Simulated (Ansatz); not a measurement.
Job for Ansatz (a quantum-chemistry and plane-wave program): R-RI-MP2/def2-QZVPP on Cl3Ga (SMILES [Cl][Ga]([Cl])[Cl]). The basis file is the Basis Set Exchange's JSON of that set.

Ansatz 0.2 input:
```yaml
crystal:
  periodic: [false, false, false]
  atoms:
    - {symbol: Ga, position_ang: [-0.00006188, -0.00000000, 0.00000000]}
    - {symbol: Cl, position_ang: [2.13438864, 0.00000000, -0.00000000]}
    - {symbol: Cl, position_ang: [-1.06716338, 1.84855359, -0.00000000]}
    - {symbol: Cl, position_ang: [-1.06716338, -1.84855359, -0.00000000]}
basis:
  gaussian:
    orbitals: def2-QZVPP.json
    fitting: {mean_field: def2-universal-JKFIT, correlation: def2-QZVPP-RIFIT.json}
magnetization: {spin_polarized: false}
correlation: {method: mp2, electrons: outside_noble_gas}
scf: {lower_state_search: off}
```

Problem. Predict the final total energy.

Solution. -3302.7397 hartree.
